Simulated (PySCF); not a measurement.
Computed IR spectrum (relative IR intensity) of a molecule C4H3ClF2. Coordinates come from a B3LYP-D3(BJ)/def2-SVP optimisation. One conformer was computed; it need not be the lowest. All values below come from B3LYP-D3(BJ)/def2-SVP run with PySCF 2.14.0. Frequencies are harmonic and unscaled.

Lines under 2 % of the strongest are left out, and lines within 2 cm⁻¹ are merged.

ν (cm⁻¹): 505 (vw), 605 (vw), 630 (w), 816 (m), 1048 (m), 1102 (w), 1282 (s), 1442 (vw), 1527 (m), 2113 (vs) (against the strongest line: vs over 80 %, s over 45 %, m over 15 %, w over 4 %, vw less)

### Question
Which structure fits?
(A) FC(F)=C/C=C\Cl
(B) F/C=C(F)/C=C\Cl
(C) F/C=C\C(Cl)=C/F
(D) CC(Cl)=C=C(F)F

### Answer
D, CC(Cl)=C=C(F)F
